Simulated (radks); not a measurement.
Species: Pb36+. Configuration: [Kr] 4d10.

Method: scalar-relativistic Kohn-Sham, r2SCAN, spin-polarised, spherical densities, finite nucleus; meta-GGA in the generalised Kohn-Sham scheme; Fermi nuclear charge, rms radius 5.5012 fm; computed with a radial shooting solver on a logarithmic mesh with Libxc functionals.

Energy parts (eV):
| part | energy |
|---|---|
| total | -548525.23 |
| kinetic | 622155.46 |
| electron-nucleus | -1299341.61 |
| Hartree | 137581.27 |
| exchange-correlation | -8920.35 |

Orbitals (lengths in bohr, moments of r in powers of bohr; <r^-3> diverges for s and p1/2; r(max) is where P^2 peaks):
orbital  occ.  eigenvalue (eV)    r(max)  <r^-3>      <r^2>
1s          2        -89631.02  0.009845       -  0.0003575
2s          2        -17260.24   0.05715       -   0.005424
2p          6        -15012.40   0.04762   29540   0.004623
3s          2        -5255.858    0.1608       -    0.03443
3p          6        -4607.168    0.1608    6969    0.03555
3d         10        -3950.059    0.1312   841.3    0.02939
4s          2        -2180.532    0.3503       -     0.1468
4p          6        -1949.255    0.3651    2060     0.1608
4d         10        -1691.311    0.3624   239.1     0.1650
5s          0        -1157.922    0.6539       -     0.4657
5p          0        -1059.903    0.6900   803.2     0.5174

The highest occupied level is 4d at -1691.3 eV. Summed over all electrons, <r^2> = 3.524 bohr^2, which gives a Langevin (diamagnetic) susceptibility term of -2.79 x 10^-6 cm^3/mol. The electron density at the nucleus is 2.953e+06 e/bohr^3 (large components only). For comparison, the ionisation energy in NIST's Atomic Spectra Database is 1704 eV (theoretical). In exact Kohn-Sham theory the highest level is minus the ionisation energy, but local and semilocal functionals leave it too shallow, through self-interaction and a potential that decays too fast; potentials with the right tail come closer.

Beside tabulated values, note that scalar-relativistic runs lack spin-orbit coupling.
